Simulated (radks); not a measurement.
The numbers below are computed, except where a source is named.
Nb IV, configuration [Kr] 4d1.75 5d0.25 (fractional occupations, a model configuration).

Level of theory: Dirac Kohn-Sham, PBE, spin-unpolarised, spherical densities, finite nucleus; open shells fill j = l - 1/2 first; Fermi nuclear charge, rms radius 4.324 fm (a radial shooting solver on a logarithmic mesh with Libxc functionals).

Energy parts (eV):
total: -103899.410
kinetic: 107552.781
electron-nucleus: -249672.926
Hartree: 41429.488
exchange-correlation: -3208.754

Orbitals (lengths in bohr, moments of r in powers of bohr; r(max) is where P^2 peaks):
orbital  occ.  eigenvalue (eV)   r(max)
1s1/2       2        -18832.57  0.02349
2s1/2       2        -2662.559   0.1333
2p1/2       2        -2446.188   0.1039
2p3/2       4        -2350.413   0.1076
3s1/2       2        -471.9544   0.3957
3p1/2       2        -390.4952   0.3832
3p3/2       4        -374.9745   0.3924
3d3/2       4        -231.1875   0.3329
3d5/2       6        -228.2969   0.3356
4s1/2       2         -90.6369    1.028
4p1/2       2         -67.7773    1.099
4p3/2       4         -65.5688    1.123
4d3/2    1.75         -32.1456    1.381
4d5/2       0         -31.9053    1.390
4f5/2       0         -10.8921    3.582
4f7/2       0         -10.8908    3.583
5s1/2       0         -26.4711    2.561
5p1/2       0         -20.9876    2.928
5p3/2       0         -20.6283    2.982
5d3/2    0.25         -13.1371    4.143
5d5/2       0         -13.0920    4.161

The highest occupied level is 5d3/2 at -13.137 eV. The configuration is held as typed, so some empty levels lie below it. The electron density at the nucleus is 8.25e+04 e/bohr^3. The density falls to 0.001 e/bohr^3 at r = 3.42 bohr. Summed over all electrons, <r^2> = 29.62 bohr^2, which gives a Langevin (diamagnetic) susceptibility term of -23.5 x 10^-6 cm^3/mol.
